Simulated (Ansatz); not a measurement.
A made-up structure of CH3OSe (charge +1), closed shell:

```
6
angstrom
O -0.3379 -0.1268 -0.8138
C 0.1040 0.0770 0.7891
Se 1.8605 0.6463 1.2147
H -1.2090 -0.4720 -1.1180
H 0.4625 0.0753 -1.5182
H -0.8801 -0.1998 1.4462
```

It is relaxed with PBE-D4/def2-SVP and then PBE0-D4/def2-TZVP (Ansatz 0.2.0). Atoms count as bonded within 1.22 times the sum of their covalent radii (H–H: 0.88 Å). The end point is not checked to be a true minimum.

(1) Does its bonding change? (A judgement: the text doesn't fix the answer.)

## Answers

(1) The calculation gives: No: no bond forms or breaks.

Where it ends: The first stage lowers the energy by 1.05 eV in 8 steps. It ends as CH₃OSe ([OH2][CH][Se]), total charge +1:
```
6
angstrom
O -0.3553 0.0577 -0.7360
C 0.0856 0.0907 0.7034
Se 1.6898 0.4842 1.0902
H -1.0170 -0.6176 -0.9881
H 0.4013 0.1069 -1.3572
H -0.8043 -0.1218 1.2877
```

Labels in which every atom is bracketed show which atoms are joined, not bond orders.

For scale, one of the runs: PBE0-D4/def2-TZVP relaxation, 128 basis functions, launched by `ansatz run in.yaml --threads 2 --pin off --events-out ev --progress --plain --max-ram 4352MiB`. The run took about 20 s on 2 CPU threads of an Arm Neoverse V1 (shared host).
